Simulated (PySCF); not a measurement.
**Dipole moment and polarisability of `C=C(F)[SiH2]N`**

Compound: C₂H₆FNSi.
Atom-mapped SMILES: `[CH2:1]=[C:2]([F:3])[SiH2:4][NH2:5]` (hydrogens: H6, H7 on C1; H8, H9 on Si4; H10, H11 on N5)

Structure used (GFN2-xTB), in Å, numbered top down from 1:
```
atom  x, y, z in Å
C1    -1.625   -0.794   -0.288
C2    -1.036    0.388   -0.317
F3    -1.818    1.482   -0.539
Si4    0.801    0.809   -0.116
N5     1.506   -0.616    0.543
H6    -1.038   -1.678   -0.124
H7    -2.687   -0.915   -0.430
H8     0.871    2.032    0.697
H9     1.438    1.009   -1.416
H10    1.086   -1.048    1.350
H11    2.509   -0.666    0.615
```

Level: B3LYP/def2-SVPD (PySCF), static field, nuclei fixed, core orbitals frozen in the response. The polarisability tensor in these axes (au):

```
x   65.99  6.02  2.14
y    6.02 65.88 -1.46
z    2.14 -1.46 49.06
```

Problem. Diagonalise the tensor; give its mean and Δα, where Δα² is half the sum of the squared differences of the eigenvalues.

Solution. Principal values 48.48, 60.48 and 71.97 au; mean 60.31 au = 8.94 Å³ = 9.94 × 10⁻⁴⁰ C²·m²/J; Δα = 20.34 au (34 % of the mean).

Problem. What is the dipole moment, and where does it point?

Solution. (1.54, -1.44, 1.19) D, 2.42 D in size, pointing from the negative to the positive side. Measured along this direction, the outermost atoms are F3 at the negative end and H11 at the positive end.

Problem. Form Σ f/ω² (atomic units) for the 8 lowest TDDFT singlets, given as eV and f, and set it beside the mean polarisability, which is this sum over all singlets: 5.95, 0.0126; 6.38, 0.0082; 6.42, 0.0449; 7.00, 0.2424; 7.07, 0.0201; 7.20, 0.0101; 7.23, 0.0200; 7.68, 0.0135.

Solution. They add up to 5.78 au, 9.6 % of the 60.31 au; the largest single term is 3.67 au, from the state at 7.00 eV. Terms in order: 0.26, 0.15, 0.81, 3.67, 0.30, 0.14, 0.28, 0.17 au. Higher excitations give the rest. The strengths listed sum to 0.372.

Problem. Traceless (Buckingham) quadrupole moment about the centre of nuclear charge: eigenvalues?

Solution. -5.98, 1.13, 4.85 D·Å. The values depend on the origin, since the dipole doesn't vanish. The electronic extent ⟨r²⟩ about the same centre is 601 bohr², a root-mean-square distance of 1.87 Å for the 48 electrons.

Problem. How large is μ²/3kT at 250 K beside α?

Solution. In Gaussian units μ²/3kT = 56.61 Å³ against 8.94 Å³, a ratio of 6.33; the Debye molar polarisation (4π/3)N_A(α + μ²/3kT) is 165.3 cm³/mol, leaving out the vibrational part.

Isolated species at its GFN2-xTB geometry (one conformer only).
